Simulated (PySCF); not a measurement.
# `C(=C=C(C)C)(C)[SiH3]`, C$_{6}$H$_{12}$Si

Molfile (atoms numbered from 1):
```
C6H12Si
     RDKit          3D

 19 18  0  0  0  0  0  0  0  0999 V2000
   -2.1692    1.2185   -0.3477 C   0  0  0  0  0  0  0  0  0  0  0  0
   -1.3809   -0.0352   -0.0809 C   0  0  0  0  0  0  0  0  0  0  0  0
   -2.1351   -1.2022    0.4970 C   0  0  0  0  0  0  0  0  0  0  0  0
   -0.0928   -0.1068   -0.3385 C   0  0  0  0  0  0  0  0  0  0  0  0
    1.2012   -0.1650   -0.5616 C   0  0  0  0  0  0  0  0  0  0  0  0
    1.8028   -0.6129   -1.8723 C   0  0  0  0  0  0  0  0  0  0  0  0
    2.3377    0.3355    0.8492 Si  0  0  0  0  0  4  0  0  0  0  0  0
   -1.5411    2.0160   -0.7661 H   0  0  0  0  0  0  0  0  0  0  0  0
   -2.6294    1.5904    0.5836 H   0  0  0  0  0  0  0  0  0  0  0  0
   -2.9923    1.0167   -1.0542 H   0  0  0  0  0  0  0  0  0  0  0  0
   -2.5992   -0.9236    1.4585 H   0  0  0  0  0  0  0  0  0  0  0  0
   -1.4823   -2.0688    0.6657 H   0  0  0  0  0  0  0  0  0  0  0  0
   -2.9529   -1.5083   -0.1774 H   0  0  0  0  0  0  0  0  0  0  0  0
    1.0251   -0.8848   -2.6004 H   0  0  0  0  0  0  0  0  0  0  0  0
    2.4246    0.1846   -2.3118 H   0  0  0  0  0  0  0  0  0  0  0  0
    2.4598   -1.4863   -1.7260 H   0  0  0  0  0  0  0  0  0  0  0  0
    3.1991   -0.8188    1.2633 H   0  0  0  0  0  0  0  0  0  0  0  0
    3.2575    1.4355    0.4139 H   0  0  0  0  0  0  0  0  0  0  0  0
    1.5320    0.7951    2.0176 H   0  0  0  0  0  0  0  0  0  0  0  0
  1  2  1  0
  2  3  1  0
  2  4  2  0
  4  5  2  0
  5  6  1  0
  5  7  1  0
  1  8  1  0
  1  9  1  0
  1 10  1  0
  3 11  1  0
  3 12  1  0
  3 13  1  0
  6 14  1  0
  6 15  1  0
  6 16  1  0
  7 17  1  0
  7 18  1  0
  7 19  1  0
M  END
```

Theory: PySCF 2.14.0, quadratic response CAM-B3LYP/aug-cc-pVDZ first hyperpolarisability, Taylor convention, gas phase. Geometry: PBE0-D3(BJ)/def2-SVP.

**Question.** Give the tensor of the second harmonic β(−2ω;ω,ω) at 1064 nm in the axes of these coordinates.

**Answer.** In au, Taylor convention; rows are the first index (the induced dipole):
|  | xx | yy | zz | xy | xz | yz |
| --- | --- | --- | --- | --- | --- | --- |
| x | -120.0 | -38.9 | -52.2 | -30.7 | -83.9 | -4.7 |
| y | -29.0 | -11.1 | -4.0 | -37.8 | -3.3 | -10.9 |
| z | -78.9 | -11.1 | -29.8 | -3.2 | -47.2 | -3.9 |

Norm of βᵢ = ⅓ Σⱼ (βᵢⱼⱼ + βⱼᵢⱼ + βⱼⱼᵢ): 245.1 au, hyper-Rayleigh value 97.0 au.
